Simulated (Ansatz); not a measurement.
SbH5, singlet: a pair in one relaxed arrangement.

Input (in.yaml):

```yaml
crystal:
  periodic: [false, false, false]
  atoms:
    - {symbol: H, position_ang: [0.021513, -0.186738, -1.845385]}
    - {symbol: H, position_ang: [0.029955, -0.258705, -2.588416]}
    - {symbol: Sb, position_ang: [-0.014452, 0.192575, 1.825812]}
    - {symbol: H, position_ang: [-0.790459, 1.253130, 0.735018]}
    - {symbol: H, position_ang: [-0.642203, -1.170257, 1.010147]}
    - {symbol: H, position_ang: [1.395646, 0.170096, 0.862825]}
basis:
  gaussian: {orbitals: def2-SVP}
hamiltonian: {xc: {name: wB97M-V}}
```

Launched with

```bash
ansatz run in.yaml --threads 2 --pin off --events-out ev --progress --plain --max-ram 5222MiB
```

What Ansatz 0.2.0 printed:

```
Functional definition: wB97M-V
  name "wB97M-V"
  cite "Mardirossian & Head-Gordon, J. Chem. Phys. 144, 214110 (2016) doi:10.1063/1.4952647"
  cite "Becke, J. Chem. Phys. 107, 8554 (1997) doi:10.1063/1.475007"
  cite "Vydrov & Van Voorhis, J. Chem. Phys. 133, 244103 (2010) doi:10.1063/1.3521275"
  # Of w^i u^j: cxij and so on, Table III.
  parameter omega = 0.3/bohr
  parameter cx = 0.15
  parameter cx01 = 1.007
  parameter cx10 = 0.259
  parameter css00 = 0.443
  parameter css04 = -1.437
  parameter css10 = -4.535
  parameter css20 = -3.390
  parameter css43 = 4.278
  parameter cos00 = 1.000
  parameter cos10 = 1.358
  parameter cos20 = 2.924
  parameter cos21 = -8.812
  parameter cos60 = -1.390
  parameter cos61 = 9.142
  parameter b = 6.0
  parameter c = 0.01
  gx(w, u) = 1 - cx + cx01*u + cx10*w
  gss(w, u) = css00 + css04*u^4 + css10*w + css20*w^2 + css43*w^4*u^3
  gos(w, u) = cos00 + cos10*w + (cos20 + cos21*u)*w^2 + (cos60 + cos61*u)*w^6
  exchange = spin_sum(e_x_unif_sr(omega)*gx(b97_w, b97_u_x)) + cx*exact_x_sr(omega) + exact_x_lr(omega)
  correlation = spin_sum(e_c_pw_mod_same_spin*gss(b97_w, b97_u_same))
      + integral(e_c_pw_mod_opposite_spin*gos(b97_w_opposite, b97_u_opposite)) + vv10(b, c)
593 factors; integrals over basis functions are off by at most 5.2e-4 eV
175 factors; integrals over basis functions are off by at most 2.3e-5 eV
mean field evaluation 1: about -6615.4001 eV, gradient 4.8e0 eV
mean field evaluation 2: about -6615.5030 eV, gradient 1.0e0 eV
mean field evaluation 4: about -6615.5079 eV, gradient 4.2e-1 eV
mean field evaluation 8: about -6615.5085 eV, gradient 3.0e-3 eV
mean field -6615.50853499 eV, -243.1154545082 hartree, gradient 1.4e-5 eV, S^2 0.000000; 0 other end points of the search recorded, 0 dependent functions left out
reference -6615.50857276 eV, -243.1154558963 hartree; 14, 14 occupied and 37, 37 virtual orbitals, 593 factors
Total energy: -6615.50857276 eV, -243.1154558963 hartree
```

The lines “mean field evaluation” count trial sets of orbitals through the whole run, from several starts and some on an approximate energy, so they need not fall steadily or lie above the final value.

The run took about 1.7 s on 2 CPU threads of an Arm Neoverse V2 (shared host).
